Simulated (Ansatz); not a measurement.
AlFH5NSi, SMILES `[F][AlH][NH][SiH3]`, relaxed with RKS PBE-D4/def2-SVP in Ansatz 0.2.0 from a rough embedded geometry. The force threshold is 0.03 eV/Å; the program also tests the step.

The species carries charge 0 and has multiplicity 1.

Start:

```xyz
9

F    -2.460   -1.704   -0.341
Al   -0.928   -1.069   -0.862
N    -0.502    0.726   -0.435
Si    0.998    0.730    0.556
H     0.131   -1.994   -1.647
H    -1.284    1.124    0.090
H     1.320    2.106    0.959
H     2.107    0.097   -0.127
H     0.618   -0.016    1.808
```

| step | energy (eV) | largest force (eV/Å) | largest move (Å) |
| --- | --- | --- | --- |
| 1 | -18745.2646 | 1.670 | 0.000 |
| 2 | -18745.5180 | 0.844 | 0.194 |
| 3 | -18745.6242 | 0.547 | 0.194 |
| 4 | -18745.7206 | 0.419 | 0.200 |
| 5 | -18745.7654 | 0.134 | 0.200 |
| 6 | -18745.7853 | 0.273 | 0.200 |
| 7 | -18745.7854 | 0.324 | 0.196 |
| 8 | -18745.7962 | 0.428 | 0.066 |
| 9 | -18745.7981 | 0.290 | 0.022 |
| 10 (rejected) | -18745.7934 | 0.267 | 0.082 |
| 11 | -18745.8026 | 0.017 | 0.041 |

End:

```xyz
9

F    -2.634   -1.359   -1.263
Al   -1.001   -1.100   -0.964
N    -0.583    0.236    0.153
Si    1.007    0.760    0.684
H     0.089   -2.015   -1.652
H    -1.367    0.767    0.553
H     1.260    2.214    0.374
H     2.014   -0.081   -0.052
H     1.213    0.577    2.167
```

Hardware: 2 threads of an Arm Neoverse V1 on a shared host. Wall time 20 s, peak host memory 0.15 GiB.
